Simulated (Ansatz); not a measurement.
Start from `[CH3][In]([Br])[Br]` and change one atom or group to get `[OH][In]([Br])[Br]`.

Ansatz, PBE0-D4/def2-TZVP geometries, multiplicity 1. Each molecule was computed in one conformer, which needn't be the lowest.

Elements past krypton have def2 core potentials. Scalar relativity is left out up to krypton. Spin–orbit coupling is left out; it splits and shifts lone-pair levels of the heavy atoms by tenths of an eV.

| property | `[CH3][In]([Br])[Br]` |
| --- | --- |
| LUMO energy (PBE0/def2-TZVPP) / eV | -1.77 |
| HOMO–LUMO gap (PBE0/def2-TZVPP) / eV | 6.37 |
| LUMO energy (ωB97M-V/def2-TZVPP) / eV | -0.06 |
| HOMO energy (B3LYP/def2-TZVPP) / eV | -7.89 |
| HOMO–LUMO gap (B3LYP/def2-TZVPP) / eV | 5.82 |
| size of the dipole moment (B3LYP/def2-TZVPP) / D | 3.37 |

(1) Give the same properties after the change, and the shifts. (Estimate.)

Results:

(1) Computed: 
```csv
property,`[OH][In]([Br])[Br]`,shift
LUMO energy (PBE0/def2-TZVPP) / eV,-2.63,-0.86
HOMO–LUMO gap (PBE0/def2-TZVPP) / eV,6.07,-0.30
LUMO energy (ωB97M-V/def2-TZVPP) / eV,-0.73,-0.67
HOMO energy (B3LYP/def2-TZVPP) / eV,-8.42,-0.53
HOMO–LUMO gap (B3LYP/def2-TZVPP) / eV,5.48,-0.34
size of the dipole moment (B3LYP/def2-TZVPP) / D,1.13,-2.24
```

With PBE0 the HOMO falls by 0.55 eV and the LUMO falls by 0.86 eV, so the gap narrows by about 0.31 eV. PBE moves the HOMO by -0.49 eV and ωB97M-V by -0.61 eV. Dipoles are sizes alone; their direction can turn.

B3LYP here is the variant with VWN-RPA as its local correlation; programs differ in this.
